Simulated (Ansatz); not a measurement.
The same path of C2H5OSi (9 atoms, charge 1, multiplicity 1) was run twice with different band settings. The coordinate that changes most is the dihedral H8–C3–Si4–H9.

The calculation used RKS revPBE-D4/6-31G* in Ansatz 0.2.0.

Relaxed end points:

```xyz
9
Properties=species:S:1:pos:R:3
C -0.582 1.397 0.135
O 0.326 0.271 0.482
C 0.456 -0.753 -0.282
Si 1.717 -2.174 0.050
H -1.322 1.438 0.946
H 0.053 2.293 0.136
H -1.046 1.213 -0.845
H -0.118 -0.738 -1.238
H 0.516 -2.948 0.615
```

```xyz
9
Properties=species:S:1:pos:R:3
C -0.644 1.365 0.168
O 0.051 0.132 0.628
C 0.157 -0.903 -0.124
Si 0.939 -2.566 0.464
H -1.395 1.579 0.941
H 0.127 2.147 0.142
H -1.097 1.190 -0.819
H -0.338 -0.849 -1.121
H 2.200 -2.093 -0.279
```

Common settings: movable images 5; spring 5.0 eV/Å²; start path IDPP; force threshold 0.05 eV/Å; iteration limit 60; end points relaxed.

| run | climbing image | optimiser |
| --- | --- | --- |
| 1 | yes | quadratic models (default) |
| 2 | from the first iteration | fire |

**Question.** What does each run give, and how far can it be trusted?

**Answer.** Run 1: converged after 8 iterations, highest image 0.485 eV above the first end. A vibrational analysis at the climbing image gives one clearly imaginary mode, 495i cm⁻¹: a first-order saddle point.
Run 2: converged after 32 iterations, highest image 0.485 eV above the first end. Another band between the same ends (5 images) ends at a top of the same energy, where a vibrational analysis finds 1 clearly imaginary mode.
